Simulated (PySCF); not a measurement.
# Unknowns

Computed data (PySCF 2.14): NMR shieldings at PBE0/pcSseg-1/GIAO, geometry: GFN2-xTB. Gas phase, one conformer, equivalent nuclei averaged, non-relativistic.

δ = σ(ref) − σ, references computed at the same level: $^{1}$H (σref 31.72), $^{13}$C (σref 186.93) vs TMS. Splittings of carbon signals by F and P are missing where no couplings were computed. Where no couplings were computed, multiplicities follow the n + 1 count of equivalent neighbours, and m marks all less simple cases (inequivalent or close neighbours, rings, F or P nearby). Shifts are as computed. Against solution values, carbons near 30 ppm lie about +3 ppm off and those near 130 ppm about +5 ppm. Of 1309 compounds with measured shifts, 239 miss one by over three times the rms of a fit or turn the order of signals round; such compounds aren't used in these exercises.

(1) C7H5F3. $^{1}$H NMR (400 MHz, computed): δ 5.78 (m, 1H), 5.48 (m, 1H), 3.26 (d, 2H), 1.51 (t, 1H). $^{13}$C{$^{1}$H} NMR (computed): δ 169.2 (C), 140.1 (C), 138.9 (C), 121.1 (CH2), 85.5 (C), 77.3 (CH), 26.6 (CH2). Give a structure.

(2) C7H5F3. $^{1}$H NMR (600 MHz, computed): δ 6.88 (m, 1H), 6.74 (m, 1H), 6.52 (m, 1H), 6.51 (m, 1H), 6.50 (d, 1H). $^{13}$C{$^{1}$H} NMR (computed): δ 157.9 (C), 145.3 (C), 140.2 (CH2), 138.2 (CH), 132.2 (C), 132.2 (CH), 131.7 (CH). Give a structure.

Answers

(1) `C(C#C)C(=C)C(F)=C(F)F`. The formula gives 4 degrees of unsaturation (no ring in the answer). 7 carbon signals for 7 carbons: no two carbons are equivalent. Carbon types of the structure: 4 × C, 1 × CH, 2 × CH2, which accounts for all hydrogens. δC 169.2, 140.1, 138.9: fully substituted alkene carbon. δC 121.1: terminal =CH2 carbon; an sp2 carbon of a C=C bond. δC 85.5: alkyne carbon; the triple bond shields along its axis, which puts it between sp3 and sp2 carbons. δC 77.3: terminal alkyne carbon; sp carbons lie upfield of alkene carbons because the cylindrical π system leaves one tensor component strongly shielded.

The data come from this structure; uniqueness wasn't tested.

(2) `C1(C(F)(F)F)=CC(=C)C=C1`. Rings plus π bonds: 4 (1 ring in the answer). 7 carbon signals for 7 carbons: no two carbons are equivalent. Carbon types of the structure: 3 × C, 3 × CH, 1 × CH2, which accounts for all hydrogens. δC 157.9, 145.3: fully substituted alkene carbon; as expected for a trigonal carbon in a double bond. δC 140.2: terminal =CH2 carbon; as expected for a trigonal carbon in a double bond. δC 138.2, 132.2, 131.7: alkene CH; an sp2 carbon of a C=C bond. δC 132.2: CF3 carbon; 3 electronegative neighbours deshield it.

The shifts were computed for this structure.
